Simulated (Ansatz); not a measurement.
Ansatz results at the PBE0-D4/def2-TZVP geometry: HOMO–LUMO gap (ωB97M-V/def2-TZVPP) 11.55 eV; LUMO energy (PBE/def2-TZVPP) -1.23 eV; HOMO energy (PBE/def2-TZVPP) -6.44 eV.

Each molecule was computed in one conformer, which needn't be the lowest.

(1) Which molecule gave them?
A. `Cl[SiH](Cl)[GeH3]`
B. `CS[Si](F)(Cl)Cl`
C. `O[Si](F)(F)[SiH3]`
D. `CC(=O)O[Si](OC(C)=O)(OC(C)=O)OC(C)=O`

## Answers

(1) B. The others give `O[Si](F)(F)[SiH3]`: 12.85, -0.89, -7.76; `CC(=O)O[Si](OC(C)=O)(OC(C)=O)OC(C)=O`: 12.71, -1.38, -6.56; `Cl[SiH](Cl)[GeH3]`: 11.73, -1.25, -7.03.
